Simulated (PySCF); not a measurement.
Electron affinity of As by level of theory

As⁻ [Ar] 3d10 4s2 4p4 (3P) → As [Ar] 3d10 4s2 4p3 (4S), as a difference of total energies. All numbers are calculated (PySCF 2.14, no relativity, point nucleus, in dyall-av2z). Correlated levels: valence: [Ar] 3d10 frozen; virtual orbitals above 40 to 60 times the deepest correlated orbital energy dropped. The calculations carry no spin-orbit coupling.

```
           method  electron affinity (eV)  plus first-order spin-orbit estimate  difference from reference of that sum (eV)
              UHF                  -0.261                                -0.202                                      -1.006
    MP2 (valence)                   0.319                                 0.378                                      -0.426
SCS-MP2 (valence)                   0.348                                 0.408                                      -0.396
   CCSD (valence)                   0.369                                 0.428                                      -0.376
CCSD(T) (valence)                   0.415                                 0.475                                      -0.329
```

Reference: 0.804 eV (measured; photodetachment measurements, as compiled on the Wikipedia data page of electron affinities).

A first-order spin-orbit estimate (lowest level to lowest level, LS coupling) adds 0.060 eV.

These non-relativistic numbers lack the scalar-relativistic shift.

Errors of the correlated levels include the incompleteness of this basis and the frozen core.

A negative affinity means that the anion lies above the atom at that level of theory.
